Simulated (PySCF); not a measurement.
Species: C₇H₈P (charge -1).
Cartesian coordinates in Å at the GFN2-xTB level; atoms count from 1:
```xyz
16
C7H8P angstrom
C      2.820   -0.652    0.118
C      1.688    0.044   -0.020
C      0.354   -0.471    0.054
P     -0.059   -2.180    0.283
C     -1.744   -1.772    0.229
C     -1.969   -0.418    0.049
C     -0.798    0.325   -0.053
C     -0.789    1.815   -0.246
H      2.791   -1.712    0.310
H      3.796   -0.193    0.044
H      1.765    1.114   -0.210
H     -2.527   -2.513    0.328
H     -2.962    0.017   -0.009
H     -0.285    2.095   -1.176
H     -0.276    2.320    0.577
H     -1.812    2.191   -0.290
```

The closed-shell SCF was solved with PySCF and density fitting under several settings on one GFN2-xTB geometry (grid level 2 and gas phase unless stated).

```json
{"settings": "PBE0/pcSseg-1", "basis functions": "183", "SCF cycles": "14", "E (Eh)": "-612.4109", "HOMO (eV)": "-0.49", "LUMO (eV)": "3.92"}
{"settings": "PBE0/def2-SVPD, IEF-PCM chloroform, fitting basis def2-qzvpp-jkfit, start guess sap", "basis functions": "228", "SCF cycles": "15", "E (Eh)": "-612.2401", "HOMO (eV)": "-3.93", "LUMO (eV)": "0.58"}
```

**Question.** Estimate the rows for these settings: (1) B3LYP/pcseg-1, fitting basis def2-qzvpp-jkfit; (2) OPBE/pcSseg-1, IEF-PCM methanol, damping 0.1 at the start, DIIS from the seventh cycle.

**Answer.** 
| settings | basis functions | SCF cycles | E (Eh) | HOMO (eV) | LUMO (eV) |
| --- | --- | --- | --- | --- | --- |
| B3LYP/pcseg-1, fitting basis def2-qzvpp-jkfit | 156 | 11 | -612.8751 | -0.29 | 3.74 |
| OPBE/pcSseg-1, IEF-PCM methanol, damping 0.1 at the start, DIIS from the seventh cycle | 183 | 24 | -612.8062 | -3.88 | -0.82 |

**Question.** Over all rows, what range does the HOMO–LUMO gap span?

**Answer.** From 3.06 eV (OPBE/pcSseg-1, IEF-PCM methanol, damping 0.1 at the start, DIIS from the seventh cycle) to 4.51 eV (PBE0/def2-SVPD, IEF-PCM chloroform, fitting basis def2-qzvpp-jkfit, start guess sap). The functional of the narrowest has no exact exchange, that of the widest 25 % exact exchange.

Cycle counts include a coarse-grid stage where the run had one. One conformer (not necessarily the lowest) at the GFN2-xTB geometry, without vibrations or thermal averaging.
